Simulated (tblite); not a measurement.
Species: C5H5Cl3F (doublet state).
SMILES with atom numbers: `[CH3:1]/[C:2]=[CH:3]/[C@H:4]([F:5])[C:6]([Cl:7])([Cl:8])[Cl:9]` (hydrogens: H10, H11, H12 on C1; H13 on C3; H14 on C4)

The geometry is computed with GFN2-xTB (gas phase). This method treats the open shell by occupation alone, without spin polarisation.

(1) Give the optimised bond lengths and angles.

## Answers

(1) 
```json
{"bond": "C1–C2", "length (Å)": "1.447"}
{"bond": "C2=C3", "length (Å)": "1.296"}
{"bond": "C3–C4", "length (Å)": "1.509"}
{"bond": "C4–F5", "length (Å)": "1.371"}
{"bond": "C4–C6", "length (Å)": "1.537"}
{"bond": "C6–Cl7, C6–Cl8, C6–Cl9", "length (Å)": "1.773"}
{"bond": "C1–H10, C1–H11, C1–H12", "length (Å)": "1.092"}
{"bond": "C3–H13", "length (Å)": "1.094"}
{"bond": "C4–H14", "length (Å)": "1.097"}
```

Bonds in one row agree within 0.01 Å and their mean is given. A selection of angles:
```json
{"angle": "C2–C1–H10", "degrees": "110.1"}
{"angle": "C2–C1–H12", "degrees": "111.7"}
{"angle": "H10–C1–H11", "degrees": "108.4"}
{"angle": "C1–C2–C3", "degrees": "144.5"}
{"angle": "C2–C3–C4", "degrees": "123.6"}
{"angle": "C2–C3–H13", "degrees": "124.2"}
{"angle": "C4–C3–H13", "degrees": "112.2"}
{"angle": "C3–C4–F5", "degrees": "109.9"}
{"angle": "C3–C4–C6", "degrees": "110.9"}
{"angle": "C3–C4–H14", "degrees": "111.8"}
{"angle": "F5–C4–C6", "degrees": "108.5"}
{"angle": "F5–C4–H14", "degrees": "107.0"}
{"angle": "C6–C4–H14", "degrees": "108.5"}
{"angle": "C4–C6–Cl7", "degrees": "110.6"}
{"angle": "C4–C6–Cl9", "degrees": "108.3"}
{"angle": "Cl7–C6–Cl8", "degrees": "108.8"}
```

Dihedral angles: C1–C2–C3–C4 -178° (antiperiplanar); C2–C3–C4–F5 -142° (anticlinal); C3–C4–C6–Cl7 178° (antiperiplanar).

Of the pairs four or more bonds apart, C2···Cl9 is among the closest relative to their van der Waals radii: 3.30 Å, 96 % of the sum of Bondi's values. C3 (carbon bonded to 2 C and H) is planar (angles 124.2°, 123.6° and 112.2°, sum 360.0°, 0.01 Å off the plane of its three neighbours). The 4 C–C bonds span 1.296 Å (C2=C3, drawn double) to 1.537 Å (C4–C6, drawn single), a spread of 0.241 Å.

Point group: C1 (no symmetry element, even within 0.4 Å). Its GFN2-xTB frequencies are all real (lowest 19 cm⁻¹).

The run took 0.68 s wall on one thread of an Arm Neoverse V2 (shared host). That covers the optimisation of the geometry.

One conformer stands for the species.
